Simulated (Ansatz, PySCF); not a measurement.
CH5F2NSi, SMILES CN[SiH](F)F. Atoms are numbered in the order given.

```xyz
10

Si     0.5623    -0.1327     0.0210
F      1.5531     0.3109     1.2154
F      1.0558     0.7531    -1.2402
N     -1.0298     0.1688     0.5157
C     -2.2068    -0.5201     0.0386
H      0.7412    -1.5511    -0.3458
H     -1.2161     0.9904     1.0805
H     -1.9142    -1.4452    -0.4820
H     -2.8020     0.0783    -0.6739
H     -2.8687    -0.8173     0.8690
```

Geometry: PBE0-D3(BJ)/def2-SVP. This is a generated structure with no PubChem entry under its InChIKey; it may be hypothetical. The values are those of a single conformer.

Two levels are set side by side: PBE-D3(BJ)/def2-SVP (Ansatz, a program for electronic structure) and PBE0-D3(BJ)/def2-SVP (Ansatz). Each level has its own optimised geometry; the coordinates shown are those of the second. Frequencies come from the Hessian of PySCF at each geometry. Differences are taken from unrounded values.

```tsv
quantity	PBE0-D3(BJ)	PBE-D3(BJ)	PBE-D3(BJ) minus PBE0-D3(BJ)
mean bond length (Å)	1.352	1.364	0.011
bond Si1–F2 (Å)	1.614	1.630	0.016
bond Si1–F3 (Å)	1.618	1.634	0.016
bond Si1–N4 (Å)	1.694	1.708	0.014
bond N4–C5 (Å)	1.445	1.454	0.009
bond Si1–H6 (Å)	1.476	1.488	0.012
bond N4–H7 (Å)	1.014	1.023	0.009
bond C5–H8 (Å)	1.101	1.109	0.008
bond C5–H9 (Å)	1.105	1.114	0.009
bond C5–H10 (Å)	1.103	1.112	0.009
highest harmonic wavenumber (cm⁻¹)	3641	3521	-120
mean harmonic wavenumber (cm⁻¹)	1279	1235	-44
zero-point energy (kcal/mol)	43.88	42.38	-1.50
```

Exact exchange shortens and stiffens bonds; PBE has none. Differences between two approximate levels are no errors against the true value.
